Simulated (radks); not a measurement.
The nuclear charge of the antimony ion Sb+ is varied continuously with 50 electrons held in [Kr] 4d10 5s2 5p2. Method: scalar-relativistic Kohn-Sham, PBE, spin-polarised, spherical densities, point nucleus; open shells are filled with parallel spins first (spin-orbit coupling, left out, can overturn this in heavy ions); computed with a radial shooting solver on a logarithmic mesh with Libxc functionals. By the Hellmann-Feynman theorem dE/dZ = E(electron-nucleus)/Z, the electronic potential at the nucleus. The scalar-relativistic energy here is not variational (the density holds large components alone), so the two differ by a part that grows with Z.

Z,E (hartree),E(electron-nucleus)/Z (hartree),HOMO,e(HOMO) (eV),<r> HOMO (bohr)
50,-6177.22580,-298.760,5p,-4.157,3.205
50.5,-6328.15344,-302.910,5p,-8.113,2.882
51,-6481.17410,-307.058,5p,-12.624,2.653
51.5,-6636.28847,-311.208,5p,-17.620,2.476
52,-6793.49851,-315.362,5p,-23.057,2.332

The central difference of E at Z = 51 is -308.135 hartree, to compare with the third column; the second derivative is -8.37 hartree.
